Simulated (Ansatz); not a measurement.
Worked example: the barrier

An elementary step of BH₂Cl₃O₂, singlet (BCl₃ ([Cl][B]([Cl])[Cl]) + H₂O₂ ([OH][OH]) → BHCl₂O₂ ([OH][O][B]([Cl])[Cl]) + HCl; bonds formed: Cl2–H5; dative contacts that become bonds: B1–O6; bonds broken: B1–Cl2, H5–O6). “Start” is the structure reached by relaxing down from the saddle towards the reactants; PBE0-D4/def2-TZVP structures. The saddle:

```xyz
8
angstrom
B -0.3998 -0.5418 -0.3592
Cl 1.1488 0.3058 -1.6769
Cl -0.4893 -2.2524 -0.7199
Cl -1.8541 0.4640 -0.4468
H 1.3065 0.0866 -0.2014
O 0.5313 -0.2602 0.7675
O 0.3185 0.9582 1.4765
H -0.5619 1.2397 1.1603
```

Computed with Ansatz 0.2.0 (basis: def2-TZVPP and def2-QZVPP); correlated methods freeze the cores.

Energies in eV:

| quantity | saddle | start |
| --- | --- | --- |
| Hartree–Fock, triple zeta (X = 3) | -42290.39133 | -42291.78988 |
| Hartree–Fock, quadruple zeta (X = 4) | -42291.62395 | -42293.02530 |
| MP2 correlation, X = 3 | -32.33209 | -31.90344 |
| MP2 correlation, X = 4 | -35.20356 | -34.78345 |
| CCSD(T) correlation, X = 3 | -35.03456 | -34.64325 |

Task: Work out the barrier at the basis limit: extrapolate Hartree–Fock as E(X) = E∞ + A exp(−7.88 √X) and the MP2 correlation as E(X) = E∞ + B X^−2.97 (the exponents that Neese and Valeev fitted for def2-TZVPP and QZVPP), then add CCSD(T) − MP2 in triple zeta.

Result: Each step is linear, so take the differences first (saddle − start): Hartree–Fock 1.39855 (X = 3) and 1.40135 (X = 4); MP2 correlation -0.42865 and -0.42011; CCSD(T) correlation -0.39131.
Two points give E∞ = E(4) + w [E(4) − E(3)], with w = 1/(exp(7.88 (2 − √3)) − 1) = 0.1377 for Hartree–Fock and w = 1/((4/3)^2.97 − 1) = 0.7407 for the correlation.
Hartree–Fock: 1.40135 + 0.1377 × 0.00280 = 1.4017 eV.
MP2 correlation: -0.42011 + 0.7407 × 0.00854 = -0.4138 eV.
CCSD(T) − MP2: -0.39131 − (-0.42865) = 0.0373 eV.
Sum: 1.4017 + (-0.4138) + 0.0373 = 1.0252 eV, or 23.64 kcal/mol. Plain CCSD(T) in triple zeta gives 1.0072 eV, so the larger basis shifts the result by 0.0180 eV.

The T1 diagnostic stays at or below 0.013.

Labels in which every atom is bracketed show which atoms are joined, not bond orders.

For scale, one of the runs: CCSD(T)/def2-TZVPP, 247 basis functions, launched by `ansatz run in.yaml --threads 8 --pin off --events-out ev --progress --plain --max-ram 19148MiB`. The run took 120 s on 8 CPU threads of an Arm Neoverse V1 (shared host), with 5.1 GiB of host memory at its peak.
